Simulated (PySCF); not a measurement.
Ga(SH)3 (GaH₃S₃), SMILES [SH][Ga]([SH])[SH]. The structure is a stationary point at PBE0-D3(BJ)/def2-SVP. The structure was generated by enumeration; whether it is a known compound was not checked. The values are those of a single conformer.

These are PBE0-D3(BJ)/def2-SVP in PySCF values and carry that method's errors.

Harmonic wavenumbers (cm⁻¹): 101, 104, 114, 128, 227, 246, 349, 436, 439, 652, 708, 728, 2716, 2719, 2722. Rotational constants (GHz): 2.109, 2.043, 1.038; symmetry number 1.

Work out the zero-point energy and the ideal-gas rigid-rotor harmonic-oscillator thermochemistry at 298.15 K and 1 atm.

ZPE = ½ Σ hcν = ½ × 12390 cm⁻¹ = 74.11 kJ/mol. H − E(el) = 97.46 kJ/mol. Entropy in J/(mol K): translation 172.72, rotation 119.94, vibration 85.39, total 378.04. G − E(el) = -15.26 kJ/mol. Cp = 109.39 J/(mol K). Modes under 150 cm⁻¹ make the vibrational entropy uncertain.
